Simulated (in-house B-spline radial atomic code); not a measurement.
## RPA and G0W0 on r2SCAN: Ce VIII (Ce7+)

Configuration [Kr] 4d10 5s2 5p3, highest spin, mean-field start r2SCAN. Computed with an all-electron radial atomic-structure program (B-spline basis): all electrons, scalar-relativistic (spin-free one-electron X2C), finite nucleus, each spin shell either full or empty, empty states to l = 9 with an (l + 1/2)⁻⁴ tail; G0W0 by contour deformation at full frequency.

Spin-orbit coupling, left out, splits p levels strongly here.

Command:
```bash
python run_gw.py task.json out
```
Settings (radii: box in bohr, nucleus in fm):
```
Z                        58
electrons                51
configuration            [Kr] 4d10 5s2 5p3
hamiltonian              x2c
method                   r2scan
lmax                     9
rms_radius               4.8771
spin_polarised           True
box_radius               8.41
intervals                66
```

Run time, properties included: 7.1 s on 1 thread of Arm Neoverse N1, with other jobs on the host.

Energies (hartree):

| term | value |
| --- | --- |
| mean-field total | -8848.22822 |
| Hartree-Fock functional on these orbitals | -8845.20510 |
| direct second order | -4.7057 |
| second-order exchange | 1.2867 |
| SOSEX correction | 1.2058 |

What is the RPA correlation energy, and what remains with SOSEX?

RPA gives -4.1626 hartree (-2.22 eV per electron); RPA + SOSEX gives -2.9568, and the second-order doubles -3.419 hartree (no singles). RPA lacks exchange-type terms and so overcorrelates at short range.

Quasi-particle levels (eV):

```tsv
level	occupied	mean field	Σx - vxc	Σc	QP weight	G0W0
5p up	yes	-103.37	-6.17	?	?	?
5s down	yes	-119.17	-4.28	-3.37	0.963	-126.82
4d down	yes	-204.16	-13.93	1.57	0.941	-216.53
5p down	no	-97.89	7.93	-3.35	0.893	-93.31
```

G0W0 = mean field + (Σx - vxc) + Σc, with Σc (partial-wave tail included) taken at the quasi-particle energy. Only the outer levels were computed. Levels of low weight are left out.

Where does G0W0 put 5p up?

At -110.03 eV, with Σc = -0.49 eV and a quasi-particle weight of 0.837. The tabulated removal energy is 106 ± 2.1 eV (NIST, tabulated theory); the calculation leaves out spin-orbit coupling, Breit and QED terms, and what these don't explain is the method's own error.
